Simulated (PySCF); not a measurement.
# Energy profile

The step: CH₅N ([CH3][NH2]) + AlH₃ → CH₆AlN ([CH3][NH][AlH2]) + H₂; bonds formed: H2–H5; dative contacts that become bonds: Al1–N6; bonds broken: Al1–H2, H5–N6 (atoms numbered as in the saddle structure below).

```tsv
atom	x (Å)	y (Å)	z (Å)
Al1	-0.0658	-1.1864	0.9585
H2	1.6818	-1.0239	0.4460
H3	-0.7285	-2.2633	0.0024
H4	-0.0503	-1.2552	2.5418
H5	1.2316	-0.1619	0.2907
N6	0.0006	0.5755	0.2691
C7	-0.4236	0.9281	-1.0738
H8	-0.0469	1.3568	0.9085
H9	0.0849	1.8248	-1.4399
H10	-1.5044	1.0950	-1.1451
H11	-0.1793	0.1103	-1.7581
```

Electronic energies by CCSD(T) at an estimated basis limit (MP2 extrapolated from triple and quadruple zeta, plus CCSD(T) − MP2 in triple zeta), on PBE0-D4/def2-TZVP structures; CH$_{8}$AlN, singlet; no counterpoise correction. Program: PySCF 2.14 with density fitting (its default auxiliary sets; JK sets also for MP2 and CCSD(T)). Basis: def2-TZVPP and def2-QZVPP. Cores are frozen in the correlated methods. Extrapolation: Hartree–Fock as exp(−7.88 √X), correlation as X^−2.97.

Question: Give the profile in kJ/mol, counted from the separated reactants. (Judge from chemistry; the value comes from the calculation.)

Answer: By the calculation:
| point | kJ/mol |
| --- | --- |
| separated: AlH$_{3}$ (Al1, H2, H3, H4; singlet) + CH$_{5}$N (linked as [CH3][NH2]; H5, N6, C7, H8, H9, H10, H11; singlet) | 0.0 |
| start structure | -140.4 |
| saddle | 1.9 |
| end structure | -87.4 |
| separated: CH$_{6}$AlN (linked as [CH3][NH][AlH2]; Al1, H3, H4, N6, C7, H8, H9, H10, H11; singlet) + H$_{2}$ (H2, H5; singlet) | -84.3 |

No T1 diagnostic of these runs exceeds 0.013.

The step is the kind of exchange with an N–H group that builds nitride films in atomic layer and chemical vapour deposition.

For scale, one of the runs: CCSD(T)/def2-TZVPP, 216 basis functions, launched by `OMP_NUM_THREADS=4 python run.py`. The run took 9.4 min on 4 CPU threads of an Arm Neoverse V1 (shared host), with 2.8 GiB of host memory at its peak.
